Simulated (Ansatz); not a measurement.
`NCBF` and `NCB[TeH]` differ in one atom or group.

Ansatz, PBE0-D4/def2-TZVP geometries, multiplicity 1. Each molecule was computed in one conformer, which needn't be the lowest.

Elements past krypton have def2 core potentials.  Spin–orbit coupling is left out; it splits and shifts lone-pair levels of the heavy atoms by tenths of an eV.

```tsv
property	`NCBF`
size of the dipole moment (B3LYP/def2-TZVPP) / D	1.80
LUMO energy (B3LYP/def2-TZVPP) / eV	-0.71
HOMO–LUMO gap (ωB97M-V/def2-TZVPP) / eV	10.89
LUMO energy (ωB97M-V/def2-TZVPP) / eV	1.51
size of the dipole moment (ωB97M-V/def2-TZVPP) / D	1.79
HOMO energy (PBE0/def2-TZVPP) / eV	-6.97
```

Problem. Give the same properties after the change, and the shifts. (Best estimate.)

Solution. Computed: 
```tsv
property	`NCB[TeH]`	shift
size of the dipole moment (B3LYP/def2-TZVPP) / D	1.49	-0.31
LUMO energy (B3LYP/def2-TZVPP) / eV	-1.46	-0.75
HOMO–LUMO gap (ωB97M-V/def2-TZVPP) / eV	9.45	-1.44
LUMO energy (ωB97M-V/def2-TZVPP) / eV	0.61	-0.90
size of the dipole moment (ωB97M-V/def2-TZVPP) / D	1.56	-0.23
HOMO energy (PBE0/def2-TZVPP) / eV	-6.70	0.27
```

With PBE0 the HOMO rises by 0.27 eV and the LUMO falls by 0.84 eV, so the gap narrows by about 1.11 eV. PBE moves the HOMO by 0.15 eV and ωB97M-V by 0.54 eV. Dipoles are sizes alone; their direction can turn.

B3LYP here is the variant with VWN-RPA as its local correlation; programs differ in this.
